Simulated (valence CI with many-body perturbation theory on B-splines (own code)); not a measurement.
## Ladder of approximations for Re XXXIV

Computed by configuration interaction combined with many-body perturbation theory (CI+MBPT): six valence electrons over a frozen Dirac-Fock core [Kr], a basis of 7 s, 7 p, 8 d, 6 f, 4 g, 1 h functions for each j, with the one-electron correlation potential Σ1 (screened to all orders), the two-electron term Σ2, the three-electron term Σ3, Breit, model QED; selected single and double excitations, second order for the rest, scaled by the run's own slope (own B-spline code, finite nucleus).

No measured spectrum was set against this ion. As an estimate, large intervals hold to a few tenths of a per cent, small ones and those within an open d or f shell to about a per cent. Core correlation moves these levels by up to 7700 cm⁻¹, and in measured spectra 5 to 20 % of such shifts remained as error; rates that hang on mixing are uncertain with them. Among the levels kept, up to 760 cm⁻¹ of a level comes from second order outside the variational space, and about a tenth of that is noise between levels of different J, which matters for small intervals. Only levels of the ground parity were solved; by the run's estimate the other parity begins above the list, which can be wrong where configurations are misplaced.

Each rung adds one term. CI alone is the Dirac-Coulomb CI over the frozen core; QED comes last and gives the full result, which names the levels. Energies are above (4d3/2^4 4d5/2^2) J=4 on the same rung, in cm⁻¹.

Levels are named by their leading jj configuration (3d3/2^4 stands for four electrons in 3d with j = 3/2), which in mixed levels can hold well under half, so a name can repeat and another be missing. Letters in brackets count levels of one name in rising energy.

```tsv
Level	CI alone	Σ1	Σ2	Σ3	Breit	QED	Full
(4d3/2^4 4d5/2^2) J=2	22611	+1	+122	-1470	+512	-2	21773
(4d3/2^4 4d5/2^2) J=0	70161	+81	+2636	-2001	+669	+43	71589
(4d3/2^3 4d5/2^3) J=3 [a]	124154	+777	+1784	+554	-2597	+393	125065
(4d3/2^3 4d5/2^3) J=4 [a]	134945	+737	+370	-95	-2726	+369	133599
(4d3/2^3 4d5/2^3) J=1 [a]	138180	+776	+2523	-229	-2173	+393	139470
(4d3/2^3 4d5/2^3) J=5	163669	+779	-1729	-973	-3350	+374	158769
(4d3/2^3 4d5/2^3) J=6	167159	+797	-2541	-1028	-3868	+376	160895
(4d3/2^3 4d5/2^3) J=2 [a]	180682	+772	-66	-2698	-2590	+381	176481
(4d3/2^3 4d5/2^3) J=3 [b]	184981	+793	-472	-1787	-2845	+385	181057
(4d3/2^3 4d5/2^3) J=0	215182	+746	-2460	-3659	-2269	+360	207901
(4d3/2^3 4d5/2^3) J=1 [b]	222955	+825	-1054	-3023	-2098	+398	218003
(4d3/2^3 4d5/2^3) J=2 [b]	222381	+876	+215	-2508	-2805	+428	218587
(4d3/2^3 4d5/2^3) J=4 [b]	226785	+847	-810	-3003	-3174	+407	221052
(4d3/2^3 4d5/2^3) J=3 [c]	235402	+797	-1845	-3738	-2512	+380	228483
(4d3/2^2 4d5/2^4) J=2 [a]	272419	+1487	+4028	-917	-5042	+759	272734
(4d3/2^2 4d5/2^4) J=0 [a]	281330	+1483	+4670	-398	-4786	+755	283055
(4d3/2^2 4d5/2^4) J=4 [a]	296975	+1532	+1752	-1406	-5790	+766	293830
(4d3/2^2 4d5/2^4) J=3 [a]	306145	+1503	+1229	-1751	-5371	+753	302508
(4d3/2^2 4d5/2^4) J=5	312291	+1569	+35	-1384	-6340	+773	306945
```

The middle columns are the shifts that each term adds.

(1) How does the ionisation energy move along the ladder, and which term matters most?

Results:

(1) CI alone 1396.8, + Σ1 1399.4, + Σ2 1403.3, + Σ3 1403.6, + Breit 1403.1, + QED 1403.1 eV. The largest step is Σ2, 4.0 eV. NIST lists 1402 ± 5 eV (theoretical).
